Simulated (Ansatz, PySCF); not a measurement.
Species: C₄F₅, charge 1, multiplicity 1. 
Geometry from a B3LYP-D3(BJ)/def2-TZVP (Ansatz, a quantum-chemistry and plane-wave program) optimisation:
```xyz
9

F     -0.0963     2.2216     0.4439
C      0.0565     1.0013     0.1822
C      1.1627     0.2208    -0.1650
F      2.4065     0.4571    -0.3415
C      0.3617    -0.9218    -0.2416
F      0.5936    -2.1272    -0.5145
C     -0.9323    -0.1771     0.1323
F     -1.4804    -0.5189     1.2889
F     -1.8558    -0.1147    -0.8155
```
Charge +1, spin multiplicity 1.

Total electronic energies in hartree. Correlated levels leave the core frozen unless marked. No spin-orbit coupling. Non-relativistic. CBS(X,Y): correlation extrapolated as X^-3; Hartree-Fock from the larger set. The bracket is a focal-point correction in the basis named.

```
level                                                     program  energy (Eh)
-------------------------------------------------  --------------  -----------
HF/STO-3G                                                  Ansatz   -639.48216
HF/6-31G*                                                  Ansatz   -648.23781
PBE-D4/def2-TZVPD                                  Ansatz + dftd4   -650.86542
r2SCAN-D3(BJ)/def2-TZVPD                           Ansatz + dftd3   -651.21044
r2SCAN-D4/def2-TZVPD                               Ansatz + dftd4   -651.21046
PBE0-D3(BJ)/def2-TZVP                              Ansatz + dftd3   -650.84902
PBE0/def2-QZVPP                                            Ansatz   (withheld)
TPSSh-D4/def2-TZVPD                                 PySCF + dftd4   (withheld)
r2SCAN0/def2-TZVPD                                         Ansatz   -651.11186
HSE06/def2-TZVPD                                           Ansatz   -650.81928
MP2/6-31G                                                  Ansatz   -648.90564
RI-MP2/aug-cc-pVTZ                                         Ansatz   -650.35325
SCS-MP2/STO-3G                                             Ansatz   -639.81543
RI-MP2/CBS(cc-pVTZ,cc-pVQZ)+[CCSD(T)-MP2]/cc-pVDZ          Ansatz    -650.6812
RI-MP2/CBS(cc-pVTZ,cc-pVQZ)+[CCSD(T)-MP2]/cc-pVTZ          Ansatz    -650.6935
```

Problem. What belongs in the gaps?

Solution. 
- PBE0/def2-QZVPP, energy (Eh): -650.87537
- TPSSh-D4/def2-TZVPD, energy (Eh): -651.49148
